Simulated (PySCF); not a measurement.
A structure optimised at PBE-D3(BJ)/def2-TZVP, used in a PySCF frequency run:

```
C
H 1 1.1141
H 1 1.1141 2 103.46
N 1 1.4359 2 109.88 3 117.29
H 4 1.0354 1 106.71 2 -56.60
C 1 1.5232 2 110.46 3 -118.22
H 6 1.0988 1 110.40 2 177.34
H 6 1.0988 7 107.85 1 -120.70
H 6 1.0995 7 108.45 8 -117.26
```
Charge 0, spin multiplicity 2.

Question: Write its SMILES, formula and point group.

Answer: CC[NH], C₂H₆N, Cs

Question: What are its rotational constants (standard atomic weights)?

Answer: 37.026, 9.2612, 8.1574 GHz
